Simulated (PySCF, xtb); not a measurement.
C2H5NO2Si, SMILES O(C)[SiH2]N=C=O.

GFN2-xTB (xtb) at its own geometry gives an orbital gap of 5.75 eV and a dipole moment of 4.02 D.

Coordinates come from a B3LYP-D3(BJ)/def2-SVP optimisation. Other conformers were not sampled.

Q: What does HF/def2-TZVP (PySCF) give? (Estimate from the structure and the level; the computed values follow.)

A: gap 14.98 eV (levels -11.87 and 3.11 eV), dipole 3.54 D.
